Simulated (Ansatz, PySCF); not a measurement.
Dimer: PH3 (SMILES P) (first 4 atoms) with HI (SMILES I); geometry from B3LYP-D3(BJ)/def2-TZVP.
(charge 0, multiplicity 1):
| atom | x (Å) | y (Å) | z (Å) |
|---|---|---|---|
| P | -0.4587 | 0.1022 | 0.2345 |
| H | 0.0537 | -1.0670 | -0.3781 |
| H | -1.7480 | -0.0248 | -0.3371 |
| H | 0.0251 | 0.9780 | -0.7674 |
| I | 0.0847 | 0.8805 | 4.3377 |
| H | -0.1252 | 0.5802 | 2.7487 |

Counterpoise-corrected where a basis set is named; no monomer relaxation. Rows marked so take none.

Rows in 3-21G carry no dispersion term and start afresh at each structure; the Pople sets are all-electron and without relativity.

Codes used: Ansatz (an electronic-structure program); PySCF for 3-21G rows, the dispersion terms. Values without a source in brackets are computed. In def2 rows elements past Kr take small-core potentials, without spin–orbit coupling.

Problem. One of these levels gives -4.4 kJ/mol for the interaction energy. Name it.
A) wB97X-V/def2-TZVPPD
B) r2SCAN-D3(BJ)/def2-TZVPPD
C) B3LYP/3-21G (no counterpoise)
D) HF/3-21G (no counterpoise)

Solution. D, HF/3-21G (no counterpoise). The others give -11.0 (r2SCAN-D3(BJ)/def2-TZVPPD), -13.7 (B3LYP/3-21G (no counterpoise)), -8.4 (wB97X-V/def2-TZVPPD)
